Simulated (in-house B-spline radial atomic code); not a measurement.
# The thallium ion Tl⁶⁺: [Xe] 4f13 5d7 6g1 (an excited or competing configuration)

All numbers are computed (Dirac-Hartree-Fock, average of configuration; Fermi nucleus of rms radius 5.4759 fm) with a B-spline radial code for spherical atoms, not measured.

Z_r = [3n² - l(l+1)]/(2<r>); Z_e = n√(-2ε); the last column is Slater's effective charge. Values are occupation-weighted means over j. An effective charge above Z reflects the relativistic contraction of the inner shells.

```csv
shell,electrons,ε (eV),<r> (bohr),Z_r,Z_e,Slater
1s,2,-86217,0.01632,91.91,79.60,80.70
2s,2,-15596,0.06804,88.18,67.71,76.85
2p,6,-13566,0.0618,80.90,63.15,76.85
3s,2,-3883.4,0.1767,76.40,50.68,69.75
3p,6,-3281.2,0.178,70.24,46.59,69.75
3d,10,-2591.9,0.1625,64.61,41.41,59.85
4s,2,-993.32,0.3903,61.49,34.18,53.25
4p,6,-789.51,0.4136,55.61,30.47,53.25
4d,10,-530.64,0.4364,48.12,24.98,41.85
5s,2,-254.27,0.8653,43.34,21.62,24.20
4f,13,-251.81,0.4565,39.43,17.21,30.80
5p,6,-192.41,0.9648,37.83,18.80,24.20
5d,7,-115.96,1.175,29.37,14.60,11.90
6g,1,-18.78,6.117,7.19,7.05,-
```

The least bound orbital is 6g7/2 at -18.78 eV, and it is also the most diffuse (<r> = 6.118 bohr). The part-filled 4f shell lies below the filled 5p shell in orbital energy.

Spin-orbit splittings of the orbital energies (j = l + 1/2 above j = l - 1/2 when positive): 2p 2069 eV, 3p 466 eV, 3d 98.55 eV, 4p 115.6 eV, 4d 21.91 eV, 4f 4.881 eV, 5p 22.97 eV, 5d 3.109 eV, 6g -0.006268 eV.

For the 1s electron the small component carries 9.52 % of the norm, the zero-frequency Breit interaction raises the level by 329.5 eV, self-energy by 212.8 eV, and vacuum polarisation lowers it by 44.72 eV.
